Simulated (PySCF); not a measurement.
A structure optimised at ωB97X-D3(BJ)/def2-SVP, used in a PySCF frequency run:

```xyz
15

C      0.0609    -3.1343     0.0000
C     -1.1535    -2.4466     0.0000
N     -1.2153    -1.1177     0.0000
C     -0.0496    -0.4724     0.0000
C     -0.1127     1.0079     0.0000
N     -1.1554     1.7737     0.0000
N     -0.6859     3.0715     0.0000
C      0.6015     2.9879     0.0000
O      1.0416     1.7157     0.0000
N      1.1655    -1.0200     0.0000
C      1.2139    -2.3515     0.0000
H      0.1051    -4.2253     0.0000
H     -2.1099    -2.9831     0.0000
H      1.3354     3.7920     0.0000
H      2.2110    -2.8078     0.0000
```
Charge 0, spin multiplicity 1.

Problem. Write its SMILES, formula and point group.

Solution. c1cnc(-c2nnco2)nc1, C₆H₄N₄O, Cs

Problem. What are its rotational constants (standard atomic weights)?

Solution. 3.8349, 0.73996, 0.62028 GHz
